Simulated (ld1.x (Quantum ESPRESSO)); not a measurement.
Before and after: TM potential for sulfur (S)

ld1.x (Quantum ESPRESSO) 7.5 input, shortened:

```
&input
   title='S', zed=16., rel=0, dft='PBE', iswitch=3,
   config='[Ne] 3s2 3p3 3d-2'
 /
 &inputp
   pseudotype=2, tm=.true., lloc=0,
   nlcc=.true., new_core_ps=.true., rcore=0.90
 /
3
3P  2  1   3.00   0.00  1.45  1.45  0.0
3D  3  2  -2.00   0.10  1.10  1.10  0.0
3S  1  0   2.00   0.00  1.20  1.20  0.0
 &test
   configts(1)='3s2 3p3'
 /
```

All-electron outer shells of the reference configuration (PBE, non-relativistic, ld1.x):

```
shell  level (eV)  outermost node (bohr)  outermost maximum (bohr)
   3s      -27.51                   0.60                      1.40
   3p      -16.81                   0.58                      1.55
```

Change: reference 3s1.5 3p4.5.

Cutoffs: the cutoffs (Ry, on a coarse ladder) from which the occupation-weighted sum of valence levels, in a spherical-Bessel basis at the reference potential, stays within 10 and 1 mRy of its value at 400 Ry; they do not see the model core or the augmentation charge, which bear on the density cutoff. Errors are all-electron minus pseudo energies relative to the spin-unpolarised reference configuration.

Q: What does the change do?

A: The potential gets softer (50 Ry and 110 Ry → 45 Ry and 100 Ry); neither file shows a bound ghost.

| quantity | base | changed |
| --- | --- | --- |
| cutoff, loose | 50 Ry | 45 Ry |
| cutoff, tight | 110 Ry | 100 Ry |
| bound ghosts | none | none |
| largest error over its own tests, meV | +56 | +24 |
| s: phases at 1.60 bohr within 0.05 rad from the reference energy up to (Ry; the scan ends near 5) | 4.5 | to the end of the scan |
| p: phases at 1.60 bohr within 0.05 rad from the reference energy up to (Ry; the scan ends near 5) | to the end of the scan | to the end of the scan |
| d: phases at 1.60 bohr within 0.05 rad from the reference energy up to (Ry; the scan ends near 5) | to the end of the scan | to the end of the scan |
